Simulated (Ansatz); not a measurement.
Reaction (substitution at a C–Si bond): `CO[SiH2]CS` + CH₃SH → `CSCS` + `CO[SiH3]`

Isolated molecules relaxed with PBE0-D4/def2-TZVP in Ansatz; ΔE leaves out vibrations. CCSD(T)/CBS is the MP2 limit (def2-TZVPP, def2-QZVPP) plus CCSD(T) − MP2 in def2-TZVPP, frozen cores. This one scheme is used for every species. Functionals use def2-TZVPP. Each species was taken in one conformer, which may not be the lowest.

`CO[SiH2]CS`:

Z-matrix (Å, degrees):
```
C
O 1 1.408
H 1 1.096 2 111.4
H 1 1.096 2 111.5 3 -121.5
H 1 1.091 2 108.3 3 119.2
Si 2 1.645 1 123.3 3 63.8
C 6 1.864 2 106.0 1 174.5
H 6 1.493 2 110.0 1 -65.6
H 6 1.489 2 110.5 1 54.5
S 7 1.813 6 111.4 2 -56.1
H 7 1.093 6 108.8 2 -172.6
H 7 1.092 6 112.0 2 68.8
H 10 1.343 7 96.7 6 45.6
```

CH₃SH:

Cartesian coordinates in Å:
```
C -0.051 -0.482 0.078
S 0.835 1.014 -0.409
H -0.352 -0.446 1.125
H 0.650 -1.307 -0.053
H -0.918 -0.659 -0.558
H -0.164 1.880 -0.182
```

`CSCS`:

```xyz
10

C     1.190   -0.418    0.950
S     0.724   -0.722   -0.755
C    -0.991   -0.192   -0.715
S    -1.298    1.554   -0.343
H     0.658   -1.085    1.631
H     2.260   -0.612    1.027
H     0.993    0.622    1.215
H    -1.408   -0.449   -1.689
H    -1.545   -0.748    0.044
H    -0.581    2.048   -1.364
```

`CO[SiH3]`:

Cartesian coordinates in Å:
```
C -1.046 0.806 -0.330
O 0.121 0.653 0.442
Si 1.043 -0.705 0.383
H -0.829 0.748 -1.403
H -1.471 1.788 -0.116
H -1.794 0.043 -0.084
H 2.170 -0.489 1.317
H 1.552 -0.942 -0.998
H 0.254 -1.902 0.790
```

Question: Is it downhill or uphill in electronic energy at CCSD(T)/CBS, and by how much? (An estimate is asked.)

Answer: Computed: Uphill: ΔE = +0.44 eV.

Question: What do these levels give: r2SCAN-D4, BLYP, r2SCAN, HF/def2-SVP, CCSD/def2-SVP, HF/def2-TZVPP? (Estimate.)

Answer: Computed: r2SCAN-D4 0.44, BLYP 0.40, r2SCAN 0.44, HF/def2-SVP 0.49, CCSD/def2-SVP 0.45, HF/def2-TZVPP 0.46 eV.

Largest T1 diagnostic among the species: 0.011.

Leaving LDA and LC-ωPBE aside and taking each functional with its dispersion term where it has one, the values, not all of them listed here, spread over 0.09 eV, from revPBE-D4 to ωB97M-V. From PBE to PBE0 (25 % exact exchange), in def2-TZVPP and without D4, ΔE moves by +0.04 eV.
